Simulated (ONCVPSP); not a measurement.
## tin: variants of one ONCV potential

Base potential:

```
Element                 : Sn
Generator               : ONCVPSP 4.0.1
Type                    : optimised norm-conserving Vanderbilt (ONCV)
Functional              : PBEsol
Relativity              : scalar-relativistic
Frozen core             : [Ar] 3d10
Valence charge          : 22
Reference configuration : 4s2 4p6 4d10 5s2 5p2
Partial waves           : 4s+5s: rc 1.45 bohr, ncon 4, nbas 9, qcut 7.7 1/bohr, 2 projectors; 4p+5p: rc 1.35 bohr, ncon 4, nbas 7, qcut 8.6 1/bohr, 2 projectors; 4d: rc 1.65 bohr, ncon 4, nbas 8, qcut 9.6 1/bohr, 2 projectors, debl 1.3 Ha
Local potential         : polynomial inside 1.00 bohr (lpopt 5, dvloc0 3 Ha)
Core correction         : none
```

Cutoffs, loose and tight: the cutoffs (Ha) at which the residual kinetic energy of the hardest occupied pseudo-wave falls to 1 and 0.1 mHa per electron. They do not see the model core or the augmentation charge, which bear on the density cutoff. Test errors are all-electron minus pseudo excitation energies from the reference, over the configurations 4s2 4p6 4d10 5s2 5p1; 4s2 4p6 4d10 5s2 5p0; 4s2 4p6 4d10 5s1 5p0; 4s2 4p6 4d10 5s0 5p0. A dash means not determined; rows that change the core or the reference have their own tests. The largest error is taken over the tests solved by every variant that gives reliable tests at all: 4s2 4p6 4d10 5s1 5p0; 4s2 4p6 4d10 5s2 5p0; 4s2 4p6 4d10 5s2 5p1.

```tsv
change	outcome	cutoff, loose	cutoff, tight	bound ghosts	GHOST(+) flags above zero	largest test error (meV)
base	generated	34 Ha	39 Ha	none	none	-13
all radii scaled by about 0.80 (s 1.16, p 1.08, d 1.32 bohr); local potential polynomial inside 0.80 bohr (lpopt 5, dvloc0 3 Ha)	generated	68 Ha	169 Ha	none	s	-10
all radii scaled by about 0.87 (s 1.26, p 1.18, d 1.44 bohr); local potential polynomial inside 0.88 bohr (lpopt 5, dvloc0 3 Ha)	generated	37 Ha	99 Ha	none	s	-11
all radii scaled by about 1.08 (s 1.56, p 1.46, d 1.78 bohr); local potential polynomial inside 1.08 bohr (lpopt 5, dvloc0 3 Ha)	generated	32 Ha	37 Ha	none	none	-14
all radii scaled by about 1.20 (s 1.74, p 1.62, d 1.98 bohr); local potential polynomial inside 1.20 bohr (lpopt 5, dvloc0 3 Ha)	generated	30 Ha	34 Ha	none	none	-16
all radii scaled by about 1.31 (s 1.90, p 1.76, d 2.16 bohr); local potential polynomial inside 1.30 bohr (lpopt 5, dvloc0 3 Ha)	generated	27 Ha	31 Ha	none	none	-17
```

Reading the sweep of the scale of all radii (base = 1) (base included, trends over the rows without a ghost): The loose cutoff falls from 68 Ha at 0.8 to 27 Ha at 1.31. A larger radius leaves more room for a smooth pseudo-wave, so fewer plane waves are needed; a smaller one forces it to follow the all-electron wave where it bends sharply.
